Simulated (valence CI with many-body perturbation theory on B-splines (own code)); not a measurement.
## A CI+MBPT run for Ti15+

Calculated by relativistic CI+MBPT: five valence electrons over a frozen Dirac-Fock core [He], radial functions for each j: 11 s, 11 p, 10 d, 8 f, 5 g, 2 h, with the one-electron correlation potential Σ1 (screened to all orders), the two-electron term Σ2, the three-electron term Σ3, Breit, model QED; selected single and double excitations, second order for the rest, scaled by the run's own slope (own B-spline code, finite nucleus).

Command, and the settings that its task file holds:

```sh
python run_cv.py task.json out
```

```
atom Ti  Z=22  mass_number=48  rms_radius_fm=3.5921
core [He]
valence 2s2 2p3
avg = 1
basis = M
breit = 1
cap = 32000
capref = 2000
cscale = 1
de = 0.0
dress = 0
eps = 2e-08
extrap = 1
h = 0.27
hh = 1
l2 = 3
lcore = 6
maxit = 60
n2 = 5
natural = 1
nlev = 150
nno = [5, 5, 5, 4, 2, 1]
nroot = 36
nsp = [6, 6, 5, 4, 3, 1]
pt2 = 1
qed = 1
rpa = 1
s1 = 1
s2 = 1
s3 = 1
screen = 1
tol = 2e-05
whole = 1
```

It took 7 min on 1 thread of Intel(R) Xeon(R) Platinum 8259CL CPU @ 2.50GHz (Skylake/Cascade Lake), with other jobs on the host.

Log. The first blocks belong to the next ion, which gives the ionisation energy. Fields: 2J, parity (1 odd), roots, reference size, generating configurations, candidates as configurations/state functions, variational space P, stored matrix elements, Davidson steps; e2 is the range of second-order energies in hartree. The first line gives the box (bohr), its intervals, the orbitals and the steps of their self-consistent field. Window is the range of levels sought, series limit the energy at which the first omitted orbital would enter, core excitation an estimate of the first excitation out of the core, left out the lowest levels not solved, and shifts from estimates the range by which levels moved from their first estimate, all in cm⁻¹.

```
rmax 9.3 intervals 62 orbitals 83 references ['2s2 2p3', '2s 2p4', '2p5'] scf 5 t 1.1
2J=0 par=0 roots 2 ref 28 generators 5 cand 2257/3166 P 2283/3194 nnz 1.3e+06 it 5
2J=0 par=0 roots 2 ref 28 generators 10 cand 2757/3969 P 5040/7163 nnz 4.6e+06 it 5
   second order: generators 25 cand 45677/81248 e2 -0.00007 -0.00004
2J=2 par=0 roots 2 ref 58 generators 2 cand 1272/3331 P 1305/3389 nnz 1.8e+06 it 5
2J=2 par=0 roots 2 ref 58 generators 10 cand 4274/13084 P 5579/16473 nnz 2.9e+07 it 6
   second order: generators 26 cand 54654/224624 e2 -0.00014 -0.00010
2J=4 par=0 roots 2 ref 64 generators 4 cand 1183/3127 P 1218/3191 nnz 1.6e+06 it 8
2J=4 par=0 roots 2 ref 64 generators 10 cand 3730/12839 P 4948/16030 nnz 3.1e+07 it 7
   second order: generators 28 cand 57688/316450 e2 -0.00014 -0.00013
reference levels 1213, estimated 750, window 5778986 1/cm; series limit 7795473, core excitation 37053407
2J=3 par=1 roots 36 ref 161 generators 27 cand 441/2014 P 1834/7199 nnz 5.2e+06 it 9
2J=3 par=1 roots 36 ref 161 generators 61 cand 3769/24725 P 5603/31924 nnz 6e+07 it 10
   second order: generators 110 cand 234056/2545116 e2 -0.02430 -0.00721
2J=5 par=1 roots 28 ref 142 generators 23 cand 402/2013 P 1674/7195 nnz 6.1e+06 it 10
2J=5 par=1 roots 28 ref 142 generators 53 cand 3248/24740 P 4922/31935 nnz 7e+07 it 10
   second order: generators 90 cand 228024/3253924 e2 -0.02318 -0.00705
2J=1 par=1 roots 25 ref 106 generators 23 cand 538/2072 P 2508/7353 nnz 4.8e+06 it 11
2J=1 par=1 roots 25 ref 106 generators 59 cand 5494/24632 P 8002/31985 nnz 4.9e+07 it 9
   second order: generators 100 cand 210414/1364937 e2 -0.01169 -0.00489
2J=5 par=0 roots 27 ref 159 generators 22 cand 397/1965 P 1810/7215 nnz 5.9e+06 it 9
2J=5 par=0 roots 27 ref 159 generators 56 cand 3747/24752 P 5557/31967 nnz 6e+07 it 9
   second order: generators 97 cand 231120/3258455 e2 -0.02564 -0.00717
2J=3 par=0 roots 33 ref 160 generators 22 cand 362/2023 P 1766/7173 nnz 5.7e+06 it 9
2J=3 par=0 roots 33 ref 160 generators 60 cand 3925/24616 P 5691/31789 nnz 5.7e+07 it 10
   second order: generators 63 cand 147065/1447654 e2 -0.02637 -0.00637
2J=1 par=0 roots 25 ref 105 generators 23 cand 585/2078 P 2604/7358 nnz 4.6e+06 it 9
2J=1 par=0 roots 25 ref 105 generators 61 cand 5871/24579 P 8475/31937 nnz 4.8e+07 it 10
   second order: generators 104 cand 212639/1433298 e2 -0.01409 -0.00375
2J=7 par=1 roots 17 ref 96 generators 13 cand 333/1870 P 1736/7005 nnz 6e+06 it 9
...
2J=9 par=0 roots 4 ref 67 generators 15 cand 5341/33198 P 7397/40192 nnz 9.3e+07 it 9
   second order: generators 52 cand 183632/3199983 e2 -0.01222 -0.00453
2J=9 par=1 roots 7 ref 46 generators 8 cand 639/3163 P 1573/6396 nnz 4.9e+06 it 8
2J=9 par=1 roots 7 ref 46 generators 21 cand 3519/25770 P 5092/32166 nnz 7.6e+07 it 10
   second order: generators 69 cand 239042/4564111 e2 -0.02478 -0.00329
2J=11 par=1 roots 2 ref 19 generators 5 cand 1504/4829 P 2415/7368 nnz 4.7e+06 it 5
2J=11 par=1 roots 2 ref 19 generators 12 cand 4651/37161 P 7066/44529 nnz 1.1e+08 it 6
   second order: generators 40 cand 167373/2955666 e2 -0.00464 -0.00438
left out: unestimated 6975620, estimated 6068319, shifts from estimates -14170 to 1345
operators 0.4
```

The Davidson iterations converged.

No measured levels were compared; by estimate levels of excited configurations hold to 0.05 to 0.15 % of their energy, terms of the ground configuration to about 0.5 %. Among the levels kept, up to 5400 cm⁻¹ of a level comes from second order outside the variational space, and about a tenth of that is noise between levels of different J, which matters for small intervals.

```
Valence energy                            : -226.59 hartree
Ionisation energy                         : 1041.9 eV (NIST: 1042.5 ± 0.8 eV (semi-empirical))
Reference configurations for the orbitals : 2s2 2p3, 2s 2p4, 2p5
Radial orbitals                           : 83
Box radius                                : 9.333 bohr
Largest variational space                 : 44529
Lowest levels                             : 2s2 2p3 4S°_3/2 0, 2s2 2p3 2D°_3/2 116360, 2s2 2p3 2D°_5/2 130990, 2s2 2p3 2P°_1/2 198110, 2s2 2p3 2P°_3/2 219650, 2s 2p4 4P_5/2 589310, 2s 2p4 4P_3/2 620720, 2s 2p4 4P_1/2 633950, 2s 2p4 2D_3/2 813690, 2s 2p4 2D_5/2 817780, 2s 2p4 2S_1/2 940720, 2s 2p4 2P_3/2 977440, 2s 2p4 2P_1/2 1021400, 2p5 2P°_3/2 1538400 cm⁻¹
```
